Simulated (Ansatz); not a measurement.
```yaml
crystal:
  periodic: [false, false, false]
  atoms:
    - {symbol: Cl, position_ang: [-1.395796, -0.551247, -1.973599]}
    - {symbol: C, position_ang: [-1.053183, -0.167031, -0.228260]}
    - {symbol: C, position_ang: [0.218599, -0.895872, 0.234861]}
    - {symbol: Ge, position_ang: [1.009120, 0.897207, 0.261370]}
    - {symbol: O, position_ang: [-0.768885, 1.182823, -0.061523]}
    - {symbol: H, position_ang: [-1.974618, -0.444966, 0.285030]}
    - {symbol: H, position_ang: [0.106573, -1.323744, 1.231568]}
    - {symbol: H, position_ang: [1.431568, 1.523413, 1.898389]}
    - {symbol: H, position_ang: [1.431568, 1.523413, 1.598389]}
    - {symbol: H, position_ang: [1.905832, 1.370467, -0.891913]}
basis:
  gaussian: {orbitals: cc-pVTZ}
hamiltonian: {xc: {name: HF}}
output: {forces: true}
```

```sh
$ ansatz run in.yaml --threads 4 --pin off --events-out ev --progress --plain --max-ram 10444MiB
```

Shortened log:

```
Functional definition: HF
1788 factors; their error is unknown
mean field evaluation 1: about -73130.0442 eV, gradient 4.7e1 eV
mean field evaluation 2: about -73133.5102 eV, gradient 3.4e1 eV
mean field evaluation 4: about -73135.9590 eV, gradient 2.0e0 eV
mean field evaluation 8: about -73135.9788 eV, gradient 1.3e-1 eV
mean field evaluation 16: about -73137.1535 eV, gradient 2.1e-2 eV
mean field -73137.15354863 eV, -2687.7408187689 hartree, gradient 1.2e-5 eV, S^2 0.000000; 0 other end points of the search recorded, 0 dependent functions left out
reference -73137.15354863 eV, -2687.7408187689 hartree; 37, 37 occupied and 200, 200 virtual orbitals, 1788 factors
Total energy: -73137.15354863 eV, -2687.7408187689 hartree
Atom 0 at    -1.395796    -0.551247    -1.973599 Å, force    -0.088083     0.232902    -0.022482 eV/Å
Atom 1 at    -1.053183    -0.167031    -0.228260 Å, force     0.311247    -0.676496     1.377528 eV/Å
Atom 2 at     0.218599    -0.895872     0.234861 Å, force     0.570835     0.438624     0.659442 eV/Å
Atom 3 at     1.009120     0.897207     0.261370 Å, force    -3.755510    -5.374254    -5.510133 eV/Å
Atom 4 at    -0.768885     1.182823    -0.061523 Å, force     0.909893     1.676257    -0.445588 eV/Å
Atom 5 at    -1.974618    -0.444966     0.285030 Å, force     0.350092     0.190048    -0.286923 eV/Å
Atom 6 at     0.106573    -1.323744     1.231568 Å, force     0.044498    -0.370230    -0.484169 eV/Å
Atom 7 at     1.431568     1.523413     1.898389 Å, force     0.203182     0.777823   115.400582 eV/Å
Atom 8 at     1.431568     1.523413     1.598389 Å, force     1.092909     1.985752  -111.524587 eV/Å
Atom 9 at     1.905832     1.370467    -0.891913 Å, force     0.360936     1.119574     0.836329 eV/Å
Dipole moment:     0.936967     0.967008     1.070509 e Å
```

In this input one atom was put on top of another. The run converged. The result belongs to that input, not to the molecule as meant.
